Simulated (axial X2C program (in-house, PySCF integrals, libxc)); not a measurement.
# Correcting the dissociation energy of AlAg for spin–orbit coupling

A spin-free PBE0 curve (one-electron X2C) was computed with an in-house all-electron X2C program for linear molecules (integrals from PySCF), basis Ag dyall-cv3z [12s12p8d5f3g], Al dyall-v3z [8s8p2d1f] (cores contracted in-house), for the state M_S = 0, Λ = 0 (closed shell). It gives D0 = 1.869 eV to Ag + Al, which in a spin-free picture are the weighted means of the ground terms.

Measured levels of the ground terms (NIST Handbook of Basic Atomic Spectroscopic Data), in cm⁻¹: Ag 2S: J = 1/2 at 0; Al 2P: J = 1/2 at 0, J = 3/2 at 112.1.

The molecular state has Λ = 0, so it has no first-order lowering.

(1) How far does each ground level lie under the (2J+1)-weighted mean of its term?

(2) Correct D0.

Second-order spin–orbit effects in the molecule, which grow quickly with Z, are left out. Occupations by symmetry block were frozen at the best pattern of an incomplete PBE0 search. De is counted from the lowest determinant-based energies of the atoms at the same level, without counterpoise correction.

Results:

(1) Ag: a single level, 0; Al: (2 × 0 + 4 × 112.1)/6 = 75 cm⁻¹.

(2) D0 = 1.869 + (0 − 75)/8065.5 = 1.860 eV at PBE0 with these spin–orbit terms.
